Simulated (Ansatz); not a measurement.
Si(Cl)2(Me)(SH) (CH4Cl2SSi), SMILES C[Si](S)(Cl)Cl.

Geometry: PBE-D3(BJ)/def2-SVP. Other conformers were not sampled.

Two levels are set side by side: PBE/def2-SVPD (Ansatz, a first-principles code) and CAM-B3LYP/def2-SVPD (Ansatz). Energy differences of separate SCF runs at the same geometry; the states with an electron removed or added have multiplicity 2 and 2. Differences are taken from unrounded values.

| quantity | PBE |
|---|---|
| vertical ionisation energy (eV) | 9.78 |
| vertical singlet–triplet gap (eV) | 5.50 |

### Question
These are the PBE values. What does CAM-B3LYP give? (The exact figures need the calculation; the answer reports its results.)

### Answer

| quantity | CAM-B3LYP | PBE minus CAM-B3LYP |
|---|---|---|
| vertical ionisation energy (eV) | 10.19 | -0.41 |
| vertical singlet–triplet gap (eV) | 5.80 | -0.31 |
